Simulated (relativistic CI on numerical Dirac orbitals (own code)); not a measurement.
Method of calculation: Dirac-Coulomb-Breit CI, orbitals from a KLI potential per configuration, QED by a radiative potential, unscaled Slater integrals (own radial code, finite nucleus).

The strongest absorption lines from the ground level of an ion, among the configurations computed and to levels below about 841 eV (vacuum wavelength in Å, gf): 16.618 (0.3), 17.418 (0.68), 19.769 (0.063), 20.923 (0.064), 21.095 (6), 21.684 (0.26), 28.342 (0.07), 28.752 (0.43).

Problem. Which ion is it?
A. Ru XVII
B. Sn XXIII
C. Cd XIX
D. Cd XXI

Solution. D. Cd XXI has 28 electrons and the ground level 3p6 3d10 1S_0; the strongest line goes to 3p6 3d9 4f 1P°_1. The pattern of lines fixes the number of electrons, and along that sequence the line energies rise steadily with the charge (about as its square where n changes within one kind of shell, about linearly where n is kept but much faster in heavy ions where fine structure, which grows about as Z⁴, sets the gap, and irregularly where shells cross), which fixes Z. Configurations outside the model, such as inner-shell arrays, can give stronger lines. At this charge energies of transitions that change n are usually good to better than 1 %, and those within a shell (Δn = 0) to a few per cent.

LS names give the leading component of a level, which can be under half, so a name can repeat, a term be missing and a line seem to break the LS rules.
